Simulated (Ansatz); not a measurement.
Wavefunction ladder for BH₆NSSi (`[SiH3]NBS`)

```xyz
10

Si   -0.947    1.380    0.344
N     0.203    0.088    0.538
B     0.513   -0.892   -0.419
S     1.741   -2.172   -0.047
H    -0.281    2.700    0.505
H    -1.526    1.260   -1.013
H    -2.019    1.286    1.371
H     0.690    0.044    1.424
H    -0.033   -0.886   -1.481
H     1.659   -2.808   -1.224
```

Total charge 0; spin multiplicity 1. Geometry: relaxed with PBE0-D4/def2-TZVP. It is one conformer, not always the lowest. Frozen core, restricted reference, Ansatz 0.2.0. CBS rows extrapolate triple and quadruple zeta; past MP2 they add the triple-zeta difference.

| basis | HF (Eh) | MP2 corr. |
| --- | --- | --- |
| def2-SVP | -768.90597 | -0.48666 |
| def2-TZVPP | -769.24163 | -0.61639 |
| def2-QZVPP | -769.26608 | -0.66269 |

Problem. Estimate the CCSD correlation energy and the (T) correction in each basis where they were run (hartree).

Solution. 
| basis | CCSD corr. | (T) |
| --- | --- | --- |
| def2-SVP | -0.54204 | -0.01539 |
| def2-TZVPP | -0.66903 | -0.02711 |
| CBS(def2) | -0.74963 | as TZ |
